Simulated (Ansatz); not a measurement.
Complex (SMILES): F (HF) with [H][H] (H2), atoms 1 to 2 the first; geometry from B3LYP-D3(BJ)/def2-TZVP, monomers rigid:
```xyz
4

F     -0.0503     0.0090    -0.4113
H     -0.1533    -0.6305     0.2513
H     -0.6250    -2.1461     1.4219
H     -0.1185    -1.7955     1.8432
```

Basis-set convergence of the counterpoise-corrected interaction energy at MP2 with Ansatz (a program for electronic structure). All functions are spherical. Cores are frozen. No added dispersion term, no relativity. Functions are those of the species that has most. Reference: Hartree-Fock in aug-cc-pV5Z plus the correlation part extrapolated as X^-3 from aug-cc-pVQZ and aug-cc-pV5Z, -1.03 kcal/mol. Deviations are taken from unrounded values.

```csv
basis,functions,counterpoise-corrected interaction energy (kcal/mol),minus reference (kcal/mol)
pcseg-0,15,1.50,2.53
6-311G**,36,-0.07,0.96
def2-SVPD,47,-0.73,0.31
aug-pcseg-1,50,-0.45,0.58
pcseg-2,72,-0.77,0.27
def2-TZVPP,73,-0.73,0.31
"6-311++G(3df,3pd)",93,-0.86,0.18
aug-cc-pVTZ,115,-0.94,0.09
pcseg-3,159,-0.96,0.08
```
